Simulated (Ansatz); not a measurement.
Reaction (cleavage of the B–Ga bond): `[BH2][Ga]([BH2])[F]` + `O[SiH2][GeH3]` → `BO[SiH2][GeH3]` + `[BH2][GaH][F]`

Computed with Ansatz on PBE0-D4/def2-TZVP structures; ΔE is electronic, products minus reactants. CCSD(T)/CBS adds triple-zeta CCSD(T) − MP2 to the extrapolated MP2 energy (def2 sets, frozen cores). DFT in def2-TZVPP. B3LYP here is the variant with VWN-RPA as its local correlation; programs differ in this. For Ga, Ge outer-core shells are correlated without core-valence functions, which leaves a few kJ/mol of doubt a bond. Scalar relativity is left out up to krypton. Each species was taken in one conformer, which may not be the lowest.

```csv
level,ΔE (kcal/mol),difference from CCSD(T)/CBS
PBE-D4,-36.4,0.4
r2SCAN-D4,-38.0,-1.2
PBE0-D4,-36.7,0.1
B3LYP-D4,-38.7,-1.9
ωB97X-V,-37.7,-0.9
ωB97M-V,-38.6,-1.8
B2PLYP,-38.5,-1.7
PBE,-35.9,0.9
r2SCAN,-37.8,-1.0
PBE0,-36.3,0.5
B3LYP,-37.9,-1.1
HF/def2-TZVPP,-39.4,-2.6
MP2/def2-TZVPP,-38.6,-1.8
SCS-MP2/def2-TZVPP,-38.6,-1.8
CCSD/def2-TZVPP,-37.4,-0.6
CCSD(T)/def2-TZVPP,-37.7,-0.9
HF/def2-QZVPP,-39.8,-3.0
MP2/def2-QZVPP,-38.3,-1.5
SCS-MP2/def2-QZVPP,-38.4,-1.6
HF/CBS(def2),-39.9,-3.1
MP2/CBS(def2),-37.8,-1.0
CCSD/CBS(def2),-36.6,0.2
CCSD(T)/CBS,-36.8,0
```

Largest T1 diagnostic among the species: 0.014.

The D4 term adds −0.8 kcal/mol with B3LYP and −0.4 kcal/mol with PBE0; it sums over pairs of atoms, weighted by their polarisabilities, and B3LYP, whose exchange is more repulsive, gets the larger term. In def2-TZVPP, CCSD(T) changes the Hartree–Fock value by +1.8 kcal/mol (the triples alone add −0.2 kcal/mol) and MP2 by +0.8 kcal/mol.
